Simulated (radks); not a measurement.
The numbers below are computed, except where a source is named.
Valence configurations of neutral titanium (all share [Ar]). Level of theory: non-relativistic Kohn-Sham, TPSS, spin-polarised, spherical densities, point nucleus; open shells are filled with parallel spins first; meta-GGA in the generalised Kohn-Sham scheme (a radial shooting solver on a logarithmic mesh with Libxc functionals). Energies are relative to 3d2 4s2; eigenvalues in eV for spin up.

\begin{tabular}{lrrrrr}
valence & E (eV) & moment (Bohr magnetons) & e(3d) & e(4p) & e(4s) \\ \hline
3d3 4s1 & -0.372 & 4 & -2.404 & - & -4.045 \\
3d2.5 4s1.5 & -0.291 & 3 & -3.541 & - & -4.406 \\
3d2 4s2 & 0.000 & 2 & -4.939 & - & -4.665 \\
3d2 4s1.5 4p0.5 & 1.085 & 3 & -5.561 & -2.085 & -5.307 \\
3d4 & 1.671 & 4 & -1.128 & - & - \\
3d2 4s1 4p1 & 1.928 & 4 & -6.030 & -2.388 & -5.676 \\
3d1.5 4s2 4p0.5 & 2.098 & 2 & -7.298 & -2.233 & -5.645 \\
3d1 4s2 4p1 & 5.099 & 2 & -9.843 & -2.876 & -6.592 \\
3d2 4p2 & 5.212 & 4 & -7.073 & -2.907 & - \\
3d1 4s1 4p2 & 7.262 & 4 & -10.709 & -3.538 & -7.380 \\
\end{tabular}

NIST lists [Ar] 3d2 4s2 as the ground configuration; this level of theory puts 3d3 4s1 lower, by 0.372 eV. The energies are those of spherical high-spin densities, not of single terms.
